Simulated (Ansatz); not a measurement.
Calculated with Ansatz (gas phase, PBE0-D4/def2-TZVP geometries, no zero-point term in ΔE). CCSD(T)/CBS is the MP2 limit (def2-TZVPP, def2-QZVPP) plus CCSD(T) − MP2 in def2-TZVPP, frozen cores. Double bonds are as drawn, so ΔE can hold a change between cis and trans. Functionals use def2-TZVPP. B3LYP here is the variant with VWN-RPA as its local correlation; programs differ in this. For Ga outer-core shells are correlated without core-valence functions, which leaves a few kJ/mol of doubt a bond. Scalar relativity is left out up to krypton. Each species was taken in one conformer, which may not be the lowest.

`[AlH2][CH2][GaH2]` + `CO/C=C(\O)Cl` → `O/C(Cl)=[CH]/[GaH2]` + `CO[CH2][AlH2]`  (formal exchange of groups at a Ga–C bond)

```tsv
level	ΔE (kJ/mol)
PBE-D4	19.9
PBE0-D4	21.1
B3LYP-D4	16.6
PBE0	20.8
MP2/def2-TZVPP	17.2
SCS-MP2/def2-TZVPP	15.8
HF/def2-QZVPP	13.4
MP2/CBS(def2)	17.5
```

Problem. What does CCSD(T)/CBS give? (An estimate is asked.)

Solution. Ansatz gave: +19.3 kJ/mol. The listed levels differ from it by 0.6, 1.8, -2.7, 1.5, -2.1, -3.5, -5.9, -1.8 kJ/mol.

Largest T1 diagnostic among the species: 0.013.

In def2-TZVPP, CCSD(T) changes the Hartree–Fock value by +5.6 kJ/mol (the triples alone add +0.7 kJ/mol) and MP2 by +3.8 kJ/mol.
